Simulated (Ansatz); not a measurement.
Reaction (ligand exchange at the Si–C bond): `C[Si](Cl)(Cl)Cl` + HCl → silicon tetrachloride + CH₄

Isolated molecules relaxed with PBE0-D4/def2-TZVP in Ansatz; ΔE leaves out vibrations. CCSD(T)/CBS adds triple-zeta CCSD(T) − MP2 to the extrapolated MP2 energy (def2 sets, frozen cores). This one scheme is used for every species. Functionals use def2-TZVPP. B3LYP here is the variant with VWN-RPA as its local correlation; programs differ in this. HSE06 is defined as in plane-wave codes.

| level | ΔE (kJ/mol) | difference from CCSD(T)/CBS |
| --- | --- | --- |
| LDA (SPW92) | -73.4 | 4.1 |
| PBE-D4 | -78.2 | -0.7 |
| revPBE-D4 | -79.3 | -1.8 |
| BLYP-D4 | -80.8 | -3.3 |
| r2SCAN-D4 | -81.2 | -3.7 |
| B97M-V | -83.5 | -6.0 |
| PBE0-D4 | -77.8 | -0.3 |
| B3LYP-D4 | -80.3 | -2.8 |
| r2SCANh-D4 | -80.8 | -3.3 |
| r2SCAN0-D4 | -80.2 | -2.7 |
| CAM-B3LYP-D4 | -77.7 | -0.2 |
| ωB97X-V | -77.5 | 0.0 |
| ωB97M-V | -78.5 | -1.0 |
| B2PLYP | -80.0 | -2.5 |
| PBE-QIDH | -78.7 | -1.2 |
| PBE | -78.0 | -0.5 |
| revPBE | -79.0 | -1.5 |
| BLYP | -79.9 | -2.4 |
| r2SCAN | -81.5 | -4.0 |
| PBE0 | -77.7 | -0.2 |
| B3LYP | -79.5 | -2.0 |
| r2SCANh | -81.1 | -3.6 |
| r2SCAN0 | -80.5 | -3.0 |
| HSE06 | -77.8 | -0.3 |
| BHLYP | -79.9 | -2.4 |
| LC-ωPBE | -75.4 | 2.1 |
| HF/def2-SVP | -78.8 | -1.3 |
| MP2/def2-SVP | -80.0 | -2.5 |
| CCSD/def2-SVP | -76.5 | 1.0 |
| CCSD(T)/def2-SVP | -76.8 | 0.7 |
| HF/def2-TZVPP | -80.3 | -2.8 |
| MP2/def2-TZVPP | -79.6 | -2.1 |
| SCS-MP2/def2-TZVPP | -78.8 | -1.3 |
| CCSD/def2-TZVPP | -73.2 | 4.3 |
| HF/def2-QZVPP | -80.3 | -2.8 |
| MP2/def2-QZVPP | -81.7 | -4.2 |
| SCS-MP2/def2-QZVPP | -80.6 | -3.1 |
| HF/CBS(def2) | -80.3 | -2.8 |
| MP2/CBS(def2) | -83.3 | -5.8 |
| CCSD/CBS(def2) | -76.9 | 0.6 |
| CCSD(T)/CBS | -77.5 | 0 |

Largest T1 diagnostic among the species: 0.009.

Leaving LDA and LC-ωPBE aside and taking each functional with its dispersion term where it has one, the values spread over 6.0 kJ/mol, from B97M-V to ωB97X-V. LDA lies +4.6 kJ/mol from PBE without D4.
